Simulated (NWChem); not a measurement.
System meant: C2H3O3 anion

The following NWChem deck was run.

```
start job
memory heap 200 mb stack 700 mb global 900 mb
charge -1
geometry units angstroms noautosym nocenter noautoz
  C      0.016628     1.776494     0.000999
  O     -0.700355     0.570451     0.000144
  C      0.047655    -0.681919     0.000101
  O     -0.703383    -1.663116    -0.000379
  O      1.286980    -0.575769     0.000324
  H      1.099673     1.580993    -0.004229
  H     -0.240861     2.371980     0.898808
  H     -0.249013     2.377160    -0.890824
end
basis spherical
  * library 6-31g*
end
dft
  xc m06-2x
  iterations 150
end
property
  shielding 7 1 2 3 4 5 6 7
end
task dft property
```

End of the output:

```
 Vector   23  Occ=0.000000D+00  E= 3.788524D-01
              MO Center= -1.0D-01,  1.2D+00, -1.1D-02, r^2= 4.5D+00
   Bfn.  Coefficient  Atom+Function         Bfn.  Coefficient  Atom+Function
  ----- ------------  ---------------      ----- ------------  ---------------
    76      1.262041  8 H  s                 74     -1.245869  7 H  s
     9      1.141693  1 C  pz                37      0.392637  3 C  pz
     5      0.337205  1 C  pz                23     -0.327600  2 O  pz
    33      0.326132  3 C  pz                65     -0.247744  5 O  pz
    51     -0.232865  4 O  pz                61     -0.211180  5 O  pz

 center of mass
 --------------
 x =  -0.01213240 y =  -0.18068554 z =   0.00046376

 moments of inertia (a.u.)
 ------------------
         403.575777080358          -3.452191703339          -0.037101732139
          -3.452191703339         161.528943154090          -0.136912273500
          -0.037101732139          -0.136912273500         553.577436980613

     Multipole analysis of the density
     ---------------------------------

     L   x y z        total         alpha         beta         nuclear
     -   - - -        -----         -----         ----         -------
     0   0 0 0     -1.000000    -20.000000    -20.000000     39.000000

     1   1 0 0      0.022880     -0.046606     -0.046606      0.116092
     1   0 1 0      1.730016      1.290092      1.290092     -0.850167
     1   0 0 1     -0.000292     -0.010603     -0.010603      0.020914

     2   2 0 0    -28.395365    -54.331241    -54.331241     80.267118
     2   1 1 0     -0.193223     -1.510502     -1.510502      2.827780
     2   1 0 1     -0.002183     -0.010874     -0.010874      0.019565
     2   0 2 0    -28.806514   -126.687192   -126.687192    224.567869
     2   0 1 1     -0.003446     -0.041147     -0.041147      0.078848
     2   0 0 2    -21.882445    -13.800662    -13.800662      5.718878

          -----------------------------------------
          Chemical Shielding Tensors (GIAO, in ppm)
          -----------------------------------------

 ------------------------------------------------------------------------
  xm06: d2 not coded                    0
 ------------------------------------------------------------------------
 ------------------------------------------------------------------------
  current input line :
    24: task dft property
 ------------------------------------------------------------------------
 ------------------------------------------------------------------------
 This error has not yet been assigned to a category
 ------------------------------------------------------------------------
 For more information see the NWChem manual at https://nwchemgit.github.io

0: xm06: d2 not coded:Received an Error in Communication
```

Task: Can this run be used? If not, why, and what is the fix?

Result: The program stopped with an error. Cause: this functional's second derivatives, which shieldings need, aren't coded here; the fix takes a hybrid GGA instead. This input runs:
```
start job
memory heap 200 mb stack 700 mb global 900 mb
charge -1
geometry units angstroms noautosym nocenter noautoz
  C      0.016628     1.776494     0.000999
  O     -0.700355     0.570451     0.000144
  C      0.047655    -0.681919     0.000101
  O     -0.703383    -1.663116    -0.000379
  O      1.286980    -0.575769     0.000324
  H      1.099673     1.580993    -0.004229
  H     -0.240861     2.371980     0.898808
  H     -0.249013     2.377160    -0.890824
end
basis spherical
  * library 6-31g*
end
dft
  xc pbe0
  iterations 150
end
property
  shielding 7 1 2 3 4 5 6 7
end
task dft property
```
It converges to -303.40148 Ha (PBE0/6-31G* (spherical d), GIAO).
